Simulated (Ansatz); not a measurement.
## Ligand exchange: CBr2Cl2 + GeH2(CH3)F → CBrCl2F + GeH2(CH3)Br

Species: CBr2Cl2 (dibromodichloromethane) `ClC(Cl)(Br)Br`, singlet; GeH2(CH3)F, singlet; CBrCl2F (bromodichlorofluoromethane) `FC(Cl)(Cl)Br`, singlet; GeH2(CH3)Br, singlet. The partners trade Br for F: C–Br and Ge–F bonds give way to C–F and Ge–Br.

Shapes, held fixed at every level: PBE0-D4/def2-TZVP. Programs: Ansatz 0.2.0. The zero-point and thermal change to 298 K, harmonic and unscaled (PBE0-D4/def2-TZVP), is +2.2 kJ/mol.

| level | kind | ΔH(298 K) (kJ/mol) | less CCSD(T)/def2-TZVPP |
| --- | --- | --- | --- |
| HF/def2-SVP | Hartree–Fock | -66.5 | -35.2 |
| PBE0-D4/def2-TZVPP | global hybrid | -45.0 | -13.7 |
| r2SCAN0-D4/def2-TZVPP | global hybrid | -48.5 | -17.2 |
| MP2/def2-SVP | perturbation theory | -36.8 | -5.5 |
| MP2/def2-TZVPP | perturbation theory | -19.2 | +12.1 |
| CCSD/def2-SVP | coupled cluster or CI | -47.4 | -16.1 |
| CCSD(T)/def2-TZVPP | coupled cluster or CI | -31.3 | 0.0 |

The highest level, CCSD(T)/def2-TZVPP, gives ΔH(298 K) = -31.3 kJ/mol; the levels span -66.5 to -19.2. The column of differences is taken from that level and isn't an error. No measured value is set beside it here. Relativity is left out for Br, Ge. Outer-core shells of Br, Ge are correlated, in sets that cover them unevenly.
